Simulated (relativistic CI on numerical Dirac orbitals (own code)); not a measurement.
Radial parameters of Re LXXII

Calculated at this level of theory: Dirac-Coulomb-Breit CI, separate exchange-only KLI orbitals for each configuration, QED by a radiative potential, unscaled Slater integrals (own radial code, finite nucleus).

Slater integrals F^k, G^k are unscaled and averaged over j, outside the closed core 1s2; ζ comes from projecting the Hamiltonian with its Breit term on Σ l·s of the shell.

- 2s.2p: G^1(2s,2p) = 1.5661e+06, ζ(2p) = 8.4894e+06 cm⁻¹; <r>(2s) = 0.07237, <r^2>(2s) = 0.00623, <r>(2p) = 0.06416, <r^2>(2p) = 0.00502 (bohr units).
- 2p2: F^2(2p,2p) = 1.4609e+06, ζ(2p) = 8.4709e+06 cm⁻¹; <r>(2p) = 0.06422, <r^2>(2p) = 0.005028 (bohr units).
- 2p.3s: ζ(2p) = 8.5665e+06, G^1(2p,3s) = 162060 cm⁻¹; <r>(2p) = 0.06401, <r^2>(2p) = 0.004997, <r>(3s) = 0.1692, <r^2>(3s) = 0.03278 (bohr units).

Averages of the first 10 configurations, taken without configuration mixing, which lowers the lowest level and can move excited configurations by several eV; other configurations of the list can lie among them:

```
Configuration  Parity  States  Average energy above the lowest level (eV)
          2s2    even       1                                        11.0
        2s.2p     odd      12                                      1258.3
          2p2    even      15                                      2570.4
        2p.3s     odd      12                                     12616.9
        2p.3p    even      36                                     12995.0
        2s.3s    even       4                                     11343.0
        2s.3p     odd      12                                     11727.5
        2s.3d    even      20                                     11996.0
        2s.4s    even       4                                     15208.6
        2s.4p     odd      12                                     15368.0
```
